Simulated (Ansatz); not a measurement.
CH$_{4}$BGa, relaxed with RKS PBE0-D4/def2-TZVP in the Gaussian-basis code of Ansatz from a PBE-D4/def2-SVP geometry. The force threshold is 0.005 eV/Å; the program also tests the step.

The species carries charge 0 and has multiplicity 1. The bonds changed during the relaxation, so this is another structure than the one it started from.

Start:

```xyz
7

B    -0.544    0.556   -0.298
C     0.369   -0.061    0.686
Ga    0.499   -1.537   -1.051
H    -1.685    0.920   -0.084
H     0.116   -0.229    1.746
H     1.468   -0.185    0.515
H    -0.223    0.536   -1.513
```

(1) By how much does the energy fall, and how many steps does the optimiser take? (Best estimate.)

(2) Which bonds change most? (An estimate is asked.)

(3) Give the relaxed structure. (Best estimate.)

Answers

(1) Computed: 0.13 eV, in 13 steps.

(2) Computed: C2–Ga3 from 2.284 to 2.099 Å; B1–H7 from 1.257 to 1.202 Å; C2–H6 from 1.119 to 1.097 Å; B1–C2 from 1.477 to 1.496 Å.

(3) Computed: 
```xyz
7

B    -0.542    0.684   -0.373
C     0.402   -0.154    0.430
Ga    0.422   -2.088   -0.384
H    -1.715    0.717   -0.109
H     0.120   -0.449    1.449
H     1.481    0.029    0.347
H    -0.168    1.260   -1.360
```
